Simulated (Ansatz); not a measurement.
A nudged elastic band was laid between two geometries of ClH3OSn + H3Si (10 atoms, charge 0, multiplicity 2).

All numbers below come from UKS B3LYP/def2-SVP (Ansatz).

```json
{"movable images": "5", "climbing image": "yes", "spring": "5.0 eV/Å²", "optimiser": "quadratic models (default)", "start path": "through a guess of the saddle point", "force threshold": "0.03 eV/Å", "iteration limit": "60", "end points": "relaxed"}
```

Image 0:

```xyz
10
Properties=species:S:1:pos:R:3
Sn 0.048 -0.039 -0.455
H -0.006 -0.060 1.266
H 1.573 0.040 -1.219
O -0.934 1.529 -1.184
H -1.869 1.540 -0.934
Cl -1.079 -2.002 -1.180
Si -0.020 -0.008 4.475
H -0.765 -1.202 4.973
H 1.417 -0.057 4.875
H -0.664 1.261 4.924
```

Image 6:

```xyz
10
Properties=species:S:1:pos:R:3
Sn 0.032 -0.063 -0.632
H 0.019 0.006 2.857
H 1.567 0.046 -1.489
O -0.944 1.551 -1.316
H -1.908 1.476 -1.251
Cl -1.147 -1.974 -1.498
Si 0.020 -0.007 4.351
H -0.735 -1.198 4.831
H 1.427 -0.072 4.838
H -0.629 1.238 4.851
```

Which bonds break or form, and what moves?

Bonds broken: Sn1–H2. Bonds formed: H2–Si7. ClH3OSn + H3Si becomes ClH2OSn + H4Si.

Give the energies along the band, and the barrier.

The forces met the threshold. The highest image is number 1 of 0 to 6, 0.5 kJ/mol above the first end and 98.5 kJ/mol above the last; the last end lies 98.0 kJ/mol below the first. The top lies less than 8 meV above the higher end, about what the thresholds resolve: that end is a shoulder or a very shallow well. A vibrational analysis at the climbing image gives one clearly imaginary mode, 45i cm⁻¹: a first-order saddle point.

```csv
image,path coordinate (Å),energy (kJ/mol),Sn1–H2 (Å),H2–Si7 (Å)
0,0.00,0.0,1.72,3.21
1,0.82,0.5,1.74,2.65
2,1.32,-5.2,2.02,2.07
3,1.81,-87.1,2.54,1.55
4,2.31,-95.7,2.91,1.50
5,2.81,-97.7,3.20,1.50
6,3.30,-98.0,3.49,1.49
```

What is the geometry of the highest image?


```xyz
10
Properties=species:S:1:pos:R:3
Sn 0.053 -0.043 -0.236
H -0.020 -0.055 1.507
H 1.589 0.032 -0.986
O -0.915 1.526 -0.986
H -1.857 1.532 -0.759
Cl -1.066 -2.009 -0.974
Si -0.029 -0.002 4.159
H -0.777 -1.198 4.645
H 1.403 -0.048 4.573
H -0.681 1.266 4.599
```

Run time: 2.6 min on 4 threads of Arm Neoverse V1, with other jobs on the host, peak memory 0.38 GiB.
